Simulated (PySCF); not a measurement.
# Electron correlation in Ar⁺ (argon, charge +1)

[Ne] 3s2 3p4 3d1, one real determinant (an excited configuration). All numbers are calculated (PySCF 2.14, the non-relativistic Hamiltonian (point nucleus), in aug-cc-pV(T+d)Z (6s5p4d2f, 55 functions)). Frozen: [Ne]; 7 electrons correlated.

```csv
level,correlation energy (mhartree)
CCSD,-169.10
(T),-7.11
CCSD(T),-176.21
```

Diagnostics: T1 = 0.0081, D1 = 0.0262, largest double amplitude 0.123.

Is a single reference adequate?

Mostly. T1 lies below 0.03, but a double amplitude of this size points to a near-degeneracy that CCSD handles and MP2 describes poorly.

The reference is one real determinant that mixes LS terms of this configuration.
